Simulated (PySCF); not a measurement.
C2H7OPSi.
Atom-mapped SMILES: `[CH2:1]=[CH:2][Si@@H:3]([OH:4])[PH2:5]` (hydrogens: H6, H7 on C1; H8 on C2; H9 on Si3; H10 on O4; H11, H12 on P5)

The same species was optimised twice, with GFN2-xTB and with PBE0-D3(BJ)/def2-SVP (PySCF), and the same property calculations (PySCF, gas phase) were run on both structures.

```json
{"coordinate": "P5–H12 (Å)", "GFN2-xTB": "1.381", "PBE0-D3(BJ)/def2-SVP": "1.430", "change": "+0.049"}
{"coordinate": "P5–H11 (Å)", "GFN2-xTB": "1.382", "PBE0-D3(BJ)/def2-SVP": "1.428", "change": "+0.046"}
{"coordinate": "Si3–O4 (Å)", "GFN2-xTB": "1.628", "PBE0-D3(BJ)/def2-SVP": "1.670", "change": "+0.042"}
{"coordinate": "Si3–H9 (Å)", "GFN2-xTB": "1.461", "PBE0-D3(BJ)/def2-SVP": "1.489", "change": "+0.028"}
{"coordinate": "C2–Si3 (Å)", "GFN2-xTB": "1.888", "PBE0-D3(BJ)/def2-SVP": "1.866", "change": "-0.022"}
{"coordinate": "C1–H6 (Å)", "GFN2-xTB": "1.078", "PBE0-D3(BJ)/def2-SVP": "1.096", "change": "+0.018"}
{"coordinate": "C1–H7 (Å)", "GFN2-xTB": "1.080", "PBE0-D3(BJ)/def2-SVP": "1.096", "change": "+0.016"}
{"coordinate": "C2–H8 (Å)", "GFN2-xTB": "1.083", "PBE0-D3(BJ)/def2-SVP": "1.098", "change": "+0.015"}
{"coordinate": "C1=C2 (Å)", "GFN2-xTB": "1.324", "PBE0-D3(BJ)/def2-SVP": "1.338", "change": "+0.014"}
{"coordinate": "Si3–P5 (Å)", "GFN2-xTB": "2.255", "PBE0-D3(BJ)/def2-SVP": "2.269", "change": "+0.014"}
{"coordinate": "O4–H10 (Å)", "GFN2-xTB": "0.954", "PBE0-D3(BJ)/def2-SVP": "0.962", "change": "+0.008"}
{"coordinate": "Si3–O4–H10 (°)", "GFN2-xTB": "122.1", "PBE0-D3(BJ)/def2-SVP": "115.9", "change": "-6.2"}
{"coordinate": "O4–Si3–H9 (°)", "GFN2-xTB": "100.3", "PBE0-D3(BJ)/def2-SVP": "105.5", "change": "+5.2"}
{"coordinate": "P5–Si3–H9 (°)", "GFN2-xTB": "116.1", "PBE0-D3(BJ)/def2-SVP": "112.7", "change": "-3.4"}
{"coordinate": "C1–C2–Si3 (°)", "GFN2-xTB": "124.2", "PBE0-D3(BJ)/def2-SVP": "121.4", "change": "-2.8"}
{"coordinate": "Si3–C2–H8 (°)", "GFN2-xTB": "117.3", "PBE0-D3(BJ)/def2-SVP": "119.9", "change": "+2.6"}
{"coordinate": "C2–Si3–O4 (°)", "GFN2-xTB": "113.1", "PBE0-D3(BJ)/def2-SVP": "110.5", "change": "-2.6"}
{"coordinate": "Si3–P5–H12 (°)", "GFN2-xTB": "94.9", "PBE0-D3(BJ)/def2-SVP": "92.9", "change": "-2.0"}
{"coordinate": "H11–P5–H12 (°)", "GFN2-xTB": "92.7", "PBE0-D3(BJ)/def2-SVP": "93.9", "change": "+1.2"}
{"coordinate": "C1–C2–Si3–O4 (°)", "GFN2-xTB": "11", "PBE0-D3(BJ)/def2-SVP": "2", "change": "-9"}
```

Rotational constants: A = 4558, B = 1929, C = 1515 MHz (GFN2-xTB) against A = 4519, B = 1927, C = 1540 MHz (PBE0-D3(BJ)/def2-SVP). Point groups within 0.08 Å: C1 and C1.

On the GFN2-xTB structure: C1s of C1 (eV) 290.44 [delta-SCF UKS SCAN, pcX-2 on the ionised atom, pcseg-1 elsewhere, spin-free X2C]; C1s of C2 (eV) 290.09 [delta-SCF UKS SCAN, pcX-2 on the ionised atom, pcseg-1 elsewhere, spin-free X2C]; Si1s of Si3 (eV) 1846.89 [delta-SCF UKS SCAN, pcX-2 on the ionised atom, pcseg-1 elsewhere, spin-free X2C]; Si2p of Si3 (eV) 107.21 [delta-SCF UKS SCAN, pcX-2 on the ionised atom, pcseg-1 elsewhere, spin-free X2C]; O1s of O4 (eV) 538.57 [delta-SCF UKS SCAN, pcX-2 on the ionised atom, pcseg-1 elsewhere, spin-free X2C]; P1s of P5 (eV) 2149.54 [delta-SCF UKS SCAN, pcX-2 on the ionised atom, pcseg-1 elsewhere, spin-free X2C]; P2p of P5 (eV) 136.35 [delta-SCF UKS SCAN, pcX-2 on the ionised atom, pcseg-1 elsewhere, spin-free X2C].

**Question.** What do these properties become on the PBE0-D3(BJ)/def2-SVP structure?

**Answer.** 
```
        property                                                                            level  on GFN2-xTB  on PBE0-D3(BJ)/def2-SVP  change
  C1s of C1 (eV)  delta-SCF UKS SCAN, pcX-2 on the ionised atom, pcseg-1 elsewhere, spin-free X2C       290.44                   290.53   +0.09
  C1s of C2 (eV)  delta-SCF UKS SCAN, pcX-2 on the ionised atom, pcseg-1 elsewhere, spin-free X2C       290.09                   290.19   +0.10
Si1s of Si3 (eV)  delta-SCF UKS SCAN, pcX-2 on the ionised atom, pcseg-1 elsewhere, spin-free X2C      1846.89                  1847.02   +0.13
Si2p of Si3 (eV)  delta-SCF UKS SCAN, pcX-2 on the ionised atom, pcseg-1 elsewhere, spin-free X2C       107.21                   107.33   +0.12
  O1s of O4 (eV)  delta-SCF UKS SCAN, pcX-2 on the ionised atom, pcseg-1 elsewhere, spin-free X2C       538.57                   538.52   -0.05
  P1s of P5 (eV)  delta-SCF UKS SCAN, pcX-2 on the ionised atom, pcseg-1 elsewhere, spin-free X2C      2149.54                  2149.70   +0.16
  P2p of P5 (eV)  delta-SCF UKS SCAN, pcX-2 on the ionised atom, pcseg-1 elsewhere, spin-free X2C       136.35                   136.47   +0.12
```

The heavy atoms differ by 0.067 Å rms after alignment. Among all bonds P5–H12 changes most (+0.049 Å). Changes are differences of the printed values. Neither structure is proved a minimum here.

Shape of the structure used: `[CH2:1]=[CH:2][Si@@H:3]([OH:4])[PH2:5]`: C1–C2–Si3–O4 2°, H–O4–Si3–C2 73°, H–P5–Si3–C2 154°, H–P5–Si3–C2 60°.
